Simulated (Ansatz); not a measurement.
Ansatz (a program for electronic structure) input for GeOF2, SMILES [O]=[Ge]([F])[F], PBE0/def2-SVPD. Geometry: B3LYP-D3(BJ)/def2-SVP.

Ansatz 0.2 input:
```yaml
crystal:
  periodic: [false, false, false]
  atoms:
    - {symbol: Ge, position_ang: [-0.00000000, -0.00000000, 0.11326867]}
    - {symbol: O, position_ang: [0.00000000, -0.00000001, 1.74095971]}
    - {symbol: F, position_ang: [0.00000000, 1.32948815, -0.97512639]}
    - {symbol: F, position_ang: [0.00000000, -1.32948814, -0.97512641]}
basis:
  gaussian:
    orbitals: def2-SVPD
hamiltonian:
  xc: {name: PBE0}
```

It prints:

```
WARN ansatz: RAYON_NUM_THREADS=1 ignored (pool sized by the plan → 1); use --threads N
Functional definition: PBE0
integrals: 0.04 GiB planned
999 factors; their error is unknown
mean field: 0.39 GiB planned
mean field evaluation 1: about -63962.2514 eV, gradient 7.5e1 eV
mean field evaluation 2: about -63884.7767 eV, gradient 1.9e2 eV
mean field evaluation 4: about -63972.2546 eV, gradient 1.2e1 eV
mean field evaluation 8: about -63972.4701 eV, gradient 8.2e-2 eV
mean field evaluation 16: about -63972.6937 eV, gradient 2.3e-5 eV
mean field -63972.69372987 eV, -2350.9531323234 hartree, gradient 2.3e-5 eV, S^2 0.000000; 0 other end points of the search recorded, 0 dependent functions left out
reference -63972.69376171 eV, -2350.9531334938 hartree; 29, 29 occupied and 78, 78 virtual orbitals, 999 factors
Total energy: -63972.69376171 eV, -2350.9531334938 hartree
```

The calculation finished and met its thresholds.
